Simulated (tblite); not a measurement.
Start geometry of `C[C@@H](S)C[C@@H](F)[SiH2]F` from a force field or distance geometry (Å):
```
atom  x, y, z in Å
C1    -2.3510   -0.4303   -0.1780
C2    -0.9757    0.1861   -0.3741
S3    -1.1411    1.9810   -0.5992
C4    -0.0696   -0.1363    0.8292
C5     1.3864    0.3311    0.7540
F6     1.9337    0.1146    1.9838
Si7    2.5004   -0.5060   -0.4999
F8     1.8678   -0.3338   -1.9558
H9    -2.8500   -0.0504    0.7246
H10   -3.0096   -0.2242   -1.0341
H11   -2.2903   -1.5182   -0.0797
H12   -0.5458   -0.2322   -1.2814
H13   -1.7773    2.2423    0.5688
H14   -0.5049    0.2766    1.7499
H15   -0.0749   -1.2219    1.0039
H16    1.4269    1.4154    0.6023
H17    2.6030   -1.9634   -0.2134
H18    3.8634    0.0758   -0.5059
```

Problem. What comes out of this run: GFN2-xTB geometry optimisation, gas phase (tblite)?

Solution. 
```
atom  x, y, z in Å
C1    -2.3382   -0.4581   -0.1957
C2    -0.9571    0.1645   -0.3252
S3    -1.1035    1.9809   -0.5594
C4    -0.0755   -0.1633    0.8740
C5     1.3484    0.3748    0.7368
F6     1.9507    0.3025    1.9947
Si7    2.4966   -0.5608   -0.4862
F8     1.8892   -0.3617   -1.9656
H9    -2.8198   -0.1336    0.7254
H10   -2.9653   -0.1671   -1.0348
H11   -2.2603   -1.5434   -0.1816
H12   -0.4820   -0.1696   -1.2494
H13   -1.6806    2.2235    0.6178
H14   -0.5182    0.2646    1.7800
H15   -0.0454   -1.2487    1.0037
H16    1.3040    1.4486    0.5106
H17    2.4350   -1.9933   -0.2446
H18    3.8131    0.0466   -0.5055
```

The energy falls by 14.9 kJ/mol over 65 L-BFGS steps, the largest force on an atom goes from 1.71 to 0.009 eV/Å, and the atoms move by 0.095 Å rms after alignment. The bond that changes most is C5–Si7 (sp3 C–F carbon to fluorine-bound silicon), which lengthens by 0.046 Å. Bonds longer at the end by more than 0.005 Å: 4 of 17; shorter: 8. Among the angles that change most is H17–Si7–H18, from 108.8° to 117.0°. Among the dihedrals that turn most is H16–C5–Si7–H17, from 173° to -175°. Rotational constants go from 1754, 829.8, 725.3 to 1712, 837.1, 732.9 MHz. The orientation of the end geometry is arbitrary; only internal coordinates are fixed.

Time: 0.8 s. Hardware: one thread, AMD EPYC 7R43 (x86_64), shared host with 256 logical CPUs at a one-minute load of 160.

Its lowest GFN2-xTB frequency is 12 cm⁻¹, too small to tell a flat minimum from a shallow saddle. One conformer, not necessarily the lowest. 3 starts were optimised and ended at 0.00, 0.84 and 4.60 kcal/mol (GFN2-xTB); the lowest of these is shown.

The numbers are calculated, not measured.
